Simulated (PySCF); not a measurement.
Si(F)2(H)(SeH), SMILES [SeH][SiH](F)F (H2F2SeSi) (B3LYP/def2-SVP optimised geometry):

```
6

Si    -0.559    -0.695     0.000
F      1.056    -0.695     0.000
F     -1.041    -1.373     1.385
Se    -1.173    -1.930    -1.800
H     -1.056     0.695     0.000
H     -2.600    -1.626    -1.567
```

Level of theory: B3LYP/def2-TZVP (PySCF).

What are the frontier orbital energies and the dipole moment?

HOMO-2 -11.02 eV, HOMO-1 -9.20 eV, HOMO -7.50 eV, LUMO -0.70 eV, LUMO+1 -0.10 eV; dipole moment 1.86 D.

Meta-Löwdin charges at B3LYP/def2-TZVP: Si1 1.24, F2 -0.49, F3 -0.50, Se4 -0.20, H5 -0.12, H6 0.08.
